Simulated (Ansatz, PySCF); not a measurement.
System: InH3, charge 0, multiplicity 1. SMILES: [InH3]
Geometry from a B3LYP-D3(BJ)/def2-TZVP (Ansatz, an electronic-structure program) optimisation:
```xyz
4

In     0.0000     0.0000     0.0000
H      0.7249    -0.4887     1.4935
H     -0.3815     1.6659    -0.2723
H     -0.3434    -1.1771    -1.2211
```
Charge 0, spin multiplicity 1.

Wanted: vertical ionisation energy (to the doublet state of charge +1; each state is the SCF solution reached for its spin; the molecule has degenerate orbitals, so one determinant may break the symmetry; the UHF <S^2> is 0.88 for the doublet (pure: 0.75)), in eV. Valence correlation only, unless marked. UHF or UKS for open shells. No spin-orbit coupling. The frozen core is the preceding noble-gas configuration, with the filled d and f shells of earlier blocks. Past Kr the def2 sets carry scalar-relativistic core potentials. Basis-set limits of correlation are two-point, X^-3; Hartree-Fock from the larger set. The bracket is a focal-point correction in the basis named.

```
level                                                        program  vertical ionisation energy (eV)
-----------------------------------------------------------  -------  -------------------------------
wB97X-V/def2-TZVPD                                            Ansatz                            10.77
B2PLYP/def2-TZVPD                                             Ansatz                            10.55
MP2/def2-TZVPPD                                               Ansatz                            10.69
RI-MP2/def2-QZVPPD                                            Ansatz                            10.73
CCSD(T)/def2-SVPD                                             Ansatz                            10.57
RI-MP2/CBS(def2-TZVPPD,def2-QZVPPD)+[CCSD(T)-MP2]/def2-SVPD   Ansatz                            10.74
CCSD(T)/CBS(def2-TZVPPD,def2-QZVPPD)                          Ansatz                            10.70
```

For comparison, minus the highest occupied orbital energy (PySCF): 7.18 eV at M06-L/def2-TZVPD, 8.25 eV at PW6B95/def2-TZVPD, 7.18 eV at TPSS/def2-TZVPD.
